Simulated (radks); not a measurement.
Q: These are the eigenvalues of the occupied orbitals of an atom or ion with whole-number occupations (hartree). Method: scalar-relativistic Kohn-Sham, LB94 model potential, spin-polarised, spherical densities, finite nucleus; Fermi nuclear charge, rms radius of each element as measured or else 0.836 A^(1/3) + 0.57 fm; computed with a radial shooting solver on a logarithmic mesh with Libxc functionals.

orbital  eigenvalue
1s up     -2834.020
1s down   -2834.018
2s up     -642.4040
2s down   -642.3832
2p up     -585.6805
2p down   -585.5949
3s up     -262.2559
3s down   -261.9591
3p up     -245.5891

Which element is it, and in what charge state? The configuration may be excited. Open shells, if any, are filled with parallel spins first.

A: Z = 75, rhenium, charge +62: Re62+ in [Ne] 3s2 3p1. The list shows which subshells hold electrons but not how many an open one holds; the 1s level, -2834 hartree, gives Z - s = 75.3 by -(Z - s)^2/2, which with screening and relativity narrows Z to a few neighbours, and the depths of the outer levels then fix element, charge and occupations together.
